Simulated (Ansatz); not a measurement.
One change: `N[Si@H](F)N[Si@H](N)F` becomes `CN[SiH](N)F`.

Ansatz, PBE0-D4/def2-TZVP geometries, multiplicity 1. Each molecule was computed in one conformer, which needn't be the lowest.

| property | `N[Si@H](F)N[Si@H](N)F` |
| --- | --- |
| HOMO–LUMO gap (PBE/def2-TZVPP) / eV | 6.14 |
| HOMO energy (PBE/def2-TZVPP) / eV | -6.24 |
| HOMO energy (PBE0/def2-TZVPP) / eV | -7.72 |
| LUMO energy (PBE/def2-TZVPP) / eV | -0.10 |
| size of the dipole moment (PBE/def2-TZVPP) / D | 2.07 |
| HOMO–LUMO gap (PBE0/def2-TZVPP) / eV | 8.46 |

(1) What does the change do to each property? (An estimate is asked.)

Results:

(1) Computed: 
```tsv
property	`CN[SiH](N)F`	shift
HOMO–LUMO gap (PBE/def2-TZVPP) / eV	5.98	-0.16
HOMO energy (PBE/def2-TZVPP) / eV	-5.73	0.51
HOMO energy (PBE0/def2-TZVPP) / eV	-7.14	0.58
LUMO energy (PBE/def2-TZVPP) / eV	0.25	0.35
size of the dipole moment (PBE/def2-TZVPP) / D	2.10	0.03
HOMO–LUMO gap (PBE0/def2-TZVPP) / eV	8.22	-0.24
```

With PBE0 the HOMO rises by 0.58 eV and the LUMO rises by 0.35 eV, so the gap narrows by about 0.23 eV. PBE moves the HOMO by 0.51 eV and ωB97M-V by 0.64 eV. Dipoles are sizes alone; their direction can turn.
